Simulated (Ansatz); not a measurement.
**Strength of the Li–N bond: C2H6LiN → C2H6N + Li**

Species: C2H6LiN `[Li][N](C)C`, singlet; C2H6N `C[N]C`, doublet; Li atom, doublet. 

Shapes, held fixed at every level: PBE0-D4/def2-TZVP. Programs: Ansatz 0.2.0. The zero-point and thermal change to 298 K, harmonic and unscaled (PBE0-D4/def2-TZVP), is -4.1 kJ/mol.

Problem. Estimate ΔH(298 K) of this reaction.

Solution. The highest level, CCSD(T)/def2-TZVPP, gives ΔH(298 K) = +228.4 kJ/mol; the levels span +88.5 to +250.3. The column of differences is taken from that level and isn't an error. Hartree–Fock misses the correlation of the pair that is broken and comes out low. No measured value is set beside it here. Open shells run unrestricted unless RO is named. Correlated rows may include outer-core shells of Li, which these sets cover unevenly.

```json
{"level": "HF/def2-SVP", "kind": "Hartree–Fock", "ΔH(298 K) (kJ/mol)": "+107.4", "less CCSD(T)/def2-TZVPP": "-121.0"}
{"level": "HF/def2-TZVPP", "kind": "Hartree–Fock", "ΔH(298 K) (kJ/mol)": "+88.5", "less CCSD(T)/def2-TZVPP": "-139.9"}
{"level": "BHLYP-D4/def2-TZVPP", "kind": "global hybrid", "ΔH(298 K) (kJ/mol)": "+209.5", "less CCSD(T)/def2-TZVPP": "-18.9"}
{"level": "PBE0-D4/def2-TZVPP", "kind": "global hybrid", "ΔH(298 K) (kJ/mol)": "+215.7", "less CCSD(T)/def2-TZVPP": "-12.7"}
{"level": "MP2/def2-TZVPP", "kind": "perturbation theory", "ΔH(298 K) (kJ/mol)": "+250.3", "less CCSD(T)/def2-TZVPP": "+21.9"}
{"level": "CCSD(T)/def2-SVP", "kind": "coupled cluster or CI", "ΔH(298 K) (kJ/mol)": "+221.1", "less CCSD(T)/def2-TZVPP": "-7.3"}
{"level": "CCSD/def2-TZVPP", "kind": "coupled cluster or CI", "ΔH(298 K) (kJ/mol)": "+218.3", "less CCSD(T)/def2-TZVPP": "-10.1"}
{"level": "CCSD(T)/def2-TZVPP", "kind": "coupled cluster or CI", "ΔH(298 K) (kJ/mol)": "+228.4", "less CCSD(T)/def2-TZVPP": "0.0"}
```
